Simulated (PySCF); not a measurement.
Working with the constants of GeBr

UHF-CCSD(T) constants of GeBr, ²Π (doublet), unpaired electrons π ↑ (basis Ge def2-TZVPPD, Br def2-TZVPPD; no relativity; PySCF 2.14; masses 73.9212 and 78.9183 u):

| Item | Value |
| --- | --- |
| ωe | 299.9 cm⁻¹ |
| ωexe | 0.751 cm⁻¹ |
| Be | 0.081621 cm⁻¹ |
| αe | 0.000292 cm⁻¹ |
| De to Ge + Br | 3.52 eV |

Problem. What force constant and bond length do these constants imply?

Solution. Reduced mass μred = 38.169 u; k = 5.8918×10⁻⁷·μred·ωe² (u, cm⁻¹, mdyn/Å) = 2.02 mdyn/Å; Re = √(16.8576/(μred·Be)) (u, cm⁻¹, Å) = 2.326 Å.

Problem. Estimate the centrifugal constant D from the Kratzer relation and find the Dunham coefficient a1.

Solution. D = 4Be³/ωe² = 2.42e-08 cm⁻¹; a1 = −1 − αeωe/(6Be²) = -3.19.

Correlated steps freeze 18 core orbitals. Spin–orbit coupling is left out. The state is the lowest determinant that a PBE0 search found; another state may lie lower at other levels.
